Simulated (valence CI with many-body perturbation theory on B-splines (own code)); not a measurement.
Xe³⁺: calculated level list

Computed by valence CI with perturbative core correlation (CI+MBPT): five valence electrons over a frozen Dirac-Fock core [Kr] 4d10, radial functions for each j: 9 s, 9 p, 8 d, 6 f, 3 g, 1 h, with the one-electron correlation potential Σ1 (screened to all orders), the two-electron term Σ2, the three-electron term Σ3, Breit, model QED; selected single and double excitations, second order for the rest, scaled by the run's own slope (own B-spline code, finite nucleus).

Set against measurement, 50 paired levels are off by 279 cm⁻¹ on average, the worst by 838. These come from a selection out of Saloman, J. Phys. Chem. Ref. Data 33, 765 (2004). Levels without a partner in it may be off by more. Among the levels kept, up to 980 cm⁻¹ of a level comes from second order outside the variational space, and about a tenth of that is noise between levels of different J, which matters for small intervals. 7 measured levels below the end of the list, from 133027 cm⁻¹ on, found no clear computed partner, and computed levels of the same name lie up to 49996 cm⁻¹ from them.

Levels 46 to 60 of 60, with energies above the lowest level, (5s^2 5p1/2^2 5p3/2) J=3/2. "Leading %" is the weight of the configuration and term that name the level; weights of strongly mixed levels are sums over their largest components and can fall short. In the jj column 3d3/2^4 stands for four electrons in 3d with j = 3/2.

| No. | Configuration | Term | J | E (eV) | Leading % | Leading jj | g | Second component |
| --- | --- | --- | --- | --- | --- | --- | --- | --- |
| 46 | 5s²5p²6p | ⁴D° | 1/2 | 23.057 | 46 | 5s^2 5p1/2^2 6p1/2 (83 %) | 0.771 | 20 % 5s²5p²6p ²P° |
| 47 | 5s²5p²6s | ²D | 5/2 | 23.091 | 56 | 5s^2 5p3/2^2 6s (60 %) | 1.277 | 18 % 5s²5p²6s ⁴P |
| 48 | 4f5s²5p² | ²G° | 7/2 | 23.342 | 44 | 4f5/2 5s^2 5p1/2 5p3/2 (75 %) | 0.991 | 35 % 4f5s²5p² ⁴G° |
| 49 | 5s²5p²6s | ²P | 3/2 | 23.388 | 30 | 5s^2 5p3/2^2 6s (59 %) | 1.117 | 29 % 5s²5p²6s ²D |
| 50 | 5s²5p²5d | ²S | 1/2 | 23.390 | 43 | 5s^2 5p3/2^2 5d5/2 (28 %) | 1.761 | 19 % 5s5p⁴ ²S |
| 51 | 4f5s²5p² | ⁴G° | 9/2 | 23.435 | 78 | 4f7/2 5s^2 5p1/2 5p3/2 (72 %) | 1.186 | 10 % 4f5s²5p² ⁴F° |
| 52 | 4f5s²5p² | ²D° | 5/2 | 23.491 | 51 | 4f5/2 5s^2 5p1/2 5p3/2 (78 %) | 1.057 | 20 % 4f5s²5p² ⁴G° |
| 53 | 5s²5p²5d | ²D | 5/2 | 23.620 | 64 | 5s^2 5p3/2^2 5d5/2 (69 %) | 1.141 | 20 % 5s²5p²5d ²F |
| 54 | 4f5s²5p² | ⁴D° | 7/2 | 23.629 | 49 | 4f7/2 5s^2 5p1/2 5p3/2 (72 %) | 1.192 | 34 % 4f5s²5p² ²G° |
| 55 | 5s²5p²6p | ⁴D° | 3/2 | 23.648 | 43 | 5s^2 5p1/2^2 6p3/2 (71 %) | 1.263 | 17 % 5s²5p²6p ⁴P° |
| 56 | 5s²5p²5d | ²D | 3/2 | 23.651 | 82 | 5s^2 5p3/2^2 5d3/2 (56 %) | 0.840 |  |
| 57 | 4f5s²5p² | ²G° | 9/2 | 23.841 | 59 | 4f7/2 5s^2 5p1/2 5p3/2 (52 %) | 1.170 | 26 % 4f5s²5p² ⁴F° |
| 58 | 4f5s²5p² | ⁴D° | 5/2 | 23.879 | 51 | 4f7/2 5s^2 5p1/2 5p3/2 (80 %) | 1.262 | 25 % 4f5s²5p² ²D° |
| 59 | 4f5s²5p² | ⁴F° | 3/2 | 23.891 | 52 | 4f5/2 5s^2 5p1/2 5p3/2 (84 %) | 0.702 | 17 % 4f5s²5p² ⁴D° |
| 60 | 4f5s²5p² | ⁴G° | 11/2 | 23.925 | 81 | 4f7/2 5s^2 5p1/2 5p3/2 (62 %) | 1.252 | 11 % 4f5s²5p² ²H° |
